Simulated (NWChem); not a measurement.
InF2 cation; SMILES [In+]([F])[F]

All runs: NWChem. Coordinates come from a PBE0/def2-SVP optimisation. def2 effective core potentials on In; no spin-orbit coupling. Gas phase, vertical.

LRC-wPBEh/def2-SVP, TDA puts singlet state 5 at 7.65 eV with oscillator strength 0.132.

Q: Give the wavelength, the transition dipole and the radiative lifetime of that state in vacuum.

A: 
1. λ = 1239.84/7.65 = 162 nm, or 61700 cm⁻¹.
2. f = (2/3) ΔE μ² in atomic units, so μ = √(1.5 f/ΔE) = 0.84 a.u. = 2.13 D.
3. τ = 1.499 s cm⁻² / (f ν²) = 3.0 ns, for a non-degenerate state that emits at the vertical energy; a higher state like this one mostly decays faster by other paths.
